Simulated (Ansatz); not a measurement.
Stepwise reaction of `C[O][Ge][O]C` with hydrogen chloride, as a gas-phase model of exchange steps in deposition or etching. ΔE in kJ/mol; ΔG adds harmonic PBE0-D4 terms to CCSD(T)/CBS, at 1 bar.

Calculated with Ansatz (gas phase, PBE0-D4/def2-TZVP geometries, no zero-point term in ΔE). CBS: MP2 limit from def2 TZ/QZ plus the TZ coupled-cluster correction, frozen cores. This one scheme is used for every species. Functionals use def2-TZVPP. B3LYP here is the variant with VWN-RPA as its local correlation; programs differ in this. For Ge outer-core shells are correlated without core-valence functions, which leaves a few kJ/mol of doubt a bond. Scalar relativity is left out up to krypton. Each species was taken in one conformer, which may not be the lowest.

```csv
step,reaction,PBE-D4,B3LYP-D4,ωB97M-V,CCSD(T)/CBS,ΔG(400 K)
1,`C[O][Ge][O]C` + HCl → `C[O][Ge][Cl]` + CH₃OH,-45.9,-44.2,-42.6,-39.6,-37.0
```

**Question.** Give the row of step 2, `C[O][Ge][Cl]` + HCl → `[Cl][Ge][Cl]` + CH₃OH. (Estimate.)

**Answer.** The calculation gave: 
| step | reaction | PBE-D4 | B3LYP-D4 | ωB97M-V | CCSD(T)/CBS | ΔG(400 K) |
| --- | --- | --- | --- | --- | --- | --- |
| 2 | `C[O][Ge][Cl]` + HCl → `[Cl][Ge][Cl]` + CH₃OH | -25.0 | -22.7 | -22.5 | -19.9 | -16.6 |

**Question.** By hand: ΔE of the 2 steps together at CCSD(T)/CBS.

**Answer.** (-39.6) + (-19.9) = -59.5 kJ/mol, or -29.8 kJ/mol a step.

In ΔE each step is higher than the one before. All are downhill at CCSD(T)/CBS. ΔG lies between -37.0 and -16.6 kJ/mol a step. PBE-D4 differs from CCSD(T)/CBS by -6.3 to -5.1 kJ/mol a step. Isolated molecules leave out the surface, adducts and barriers. Largest T1 diagnostic: 0.015.
